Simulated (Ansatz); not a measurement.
CH₈AlBSi₂. Total charge 0; spin multiplicity 1. The bonds changed during the relaxation, so this is another structure than the one it started from.

```xyz
13

B    -0.4351   -1.1882    0.0187
Si   -0.1953    0.0427    1.5854
C    -0.1920    1.6702    0.6015
Al   -0.3435    0.7137   -1.0935
Si    0.8976   -1.7621   -1.1360
H    -1.5096   -0.9751   -0.5605
H     1.0803   -0.1564    2.3298
H    -1.3220   -0.0288    2.5595
H    -0.9632    2.3964    0.8633
H     0.7866    2.1538    0.6992
H    -0.8364    1.1313   -2.5424
H     2.3377   -1.8142   -0.7774
H     0.6948   -2.1831   -2.5476
```

Question: Give the diagnostics of a CCSD(T)/def2-TZVPP run (frozen core, Ansatz 0.2.0). (Best estimate.)

Answer: Computed: T1 = 0.0139, largest single amplitude 0.012, largest double 0.066, (T) share of the correlation energy 4.5 %, 10 CCSD cycles. The RHF solution is stable towards an unrestricted one. T1 lies under the customary mark of 0.02 for closed shells.
